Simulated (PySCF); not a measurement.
**What binds ZnS: the parts of the energy along the bond**

State: ¹Σ⁺, singlet, closed shell. RHF-based CCSD(T) in PySCF 2.14 with Zn cc-pVTZ-PP with ECP10, S cc-pV(T+d)Z and Zn cc-pVQZ-PP with ECP10, S cc-pV(Q+d)Z (frozen core orbitals: 9; scalar-relativistic core potentials). Correlation energies are extrapolated as n⁻³ (n = 3, 4), Hartree–Fock as (n+1)·exp(−9√n). All energies in eV from Zn + S.

| R (Å) | HF/CBS | CCSD corr. | (T) | total |
| --- | --- | --- | --- | --- |
| 1.8001 | 1.167 | -1.630 | -0.2784 | -0.741 |
| 1.8819 | 0.627 | -1.551 | -0.2768 | -1.200 |
| 1.9638 | 0.340 | -1.489 | -0.2759 | -1.425 |
| 2.0456 | 0.230 | -1.441 | -0.2746 | -1.486 |
| 2.1274 | 0.242 | -1.404 | -0.2720 | -1.434 |
| 2.2297 | 0.363 | -1.366 | -0.2664 | -1.270 |
| 2.3320 | 0.546 | -1.330 | -0.2585 | -1.042 |

A fit to the total gives Re = 2.0434 Å, De = 1.486 eV, ωe = 462.0 cm⁻¹, Be = 0.1894 cm⁻¹ (masses 63.9291 and 31.9721 u).

Q: At R = 2.0456 Å the CCSD correlation energy is -0.663521 hartree in the smaller basis and -0.717041 in the larger. Extrapolate it.

A: (4³·E4 − 3³·E3)/(4³ − 3³) = -0.75610 hartree; the larger basis holds 94.8 % of it.

The T1 diagnostic is 0.024, large enough to doubt a single reference. The open-shell atoms are computed with UHF. Spin–orbit coupling, excitations beyond (T) and corrections to the Born–Oppenheimer picture are left out.
